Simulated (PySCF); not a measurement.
**Radial density of Cu (copper, neutral)**

UHF, [Ar] 3d10 4s1, 2S determinant. All numbers are calculated (PySCF 2.14, the non-relativistic Hamiltonian (point nucleus), in def2-TZVP (6s4p4d1f, 45 functions)).

```tsv
r (bohr)	4πr²ρ (e/bohr)	4πr²(ρα − ρβ)
0.000737	0.1086	0.0000
0.00124	0.2993	0.0001
0.00209	0.8045	0.0002
0.00351	2.098	0.0004
0.00590	5.165	0.0010
0.00992	11.59	0.0022
0.0167	22.20	0.0039
0.0281	32.92	0.0047
0.0472	33.55	0.0015
0.0794	27.73	-0.0018
0.134	36.93	0.0053
0.225	33.68	-0.0165
0.378	17.52	-0.0615
0.636	22.67	-0.0666
1.07	10.47	-0.0040
1.80	2.124	0.2691
3.03	0.5241	0.3282
5.09	0.09763	0.0952
8.56	0.003704	0.0037
```

(1) Where is the radial spin density 4πr²(ρα − ρβ) most negative, and why is it negative at all?

Answers

(1) Around r = 0.636 bohr, down to -0.0666 e/bohr: exchange with the open shell polarises the paired shells in an unrestricted calculation.
